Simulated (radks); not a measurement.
Results of a calculation; reference values are marked as such.
Pb+, 81 electrons, occupied as [Hg] 6p1.

Code: a radial shooting solver on a logarithmic mesh with Libxc functionals. Model: scalar-relativistic Kohn-Sham, PBE, spin-unpolarised, spherical densities, point nucleus.

Energy parts (eV):
total: -568219.09
kinetic: 642485.56
electron-nucleus: -1418342.24
Hartree: 218146.35
exchange-correlation: -10508.76

Orbitals (lengths in bohr, moments of r in powers of bohr; <r^-3> diverges for s and p1/2; r(90%) holds 90 % of the orbital's charge):
orbital  occ.  eigenvalue (eV)  r(90%)  <r^-3>      <r^2>
1s          2        -88146.36  0.0294       -  0.0003570
2s          2        -15772.05   0.105       -   0.005417
2p          6        -13526.95   0.100   29570   0.004618
3s          2        -3791.978   0.256       -    0.03484
3p          6        -3148.391   0.264    6860    0.03612
3d         10        -2492.781   0.248   832.6    0.02993
4s          2        -864.5016   0.550       -     0.1665
4p          6        -653.6410   0.594    1686     0.1909
4d         10        -409.7999   0.641   181.0     0.2143
5s          2        -151.8623    1.22       -     0.8161
4f         14        -140.5983   0.720   36.70     0.2467
5p          6         -93.5398    1.41   312.8      1.077
5d         10         -28.8525    1.97   21.21      1.967
6s          2         -19.2280    3.27       -      5.690
6p          1          -9.8566    4.49   25.37      10.37

The highest occupied level is 6p at -9.857 eV. For comparison, the ionisation energy in NIST's Atomic Spectra Database is 15.032 eV (measured). In exact Kohn-Sham theory the highest level is minus the ionisation energy, but local and semilocal functionals leave it too shallow, through self-interaction and a potential that decays too fast; potentials with the right tail come closer. The density falls to 0.001 e/bohr^3 at r = 4.23 bohr.

Beside tabulated values, note that spin-unpolarised runs miss the spin-polarisation part of the exchange energy of open shells, and scalar-relativistic runs lack spin-orbit coupling.
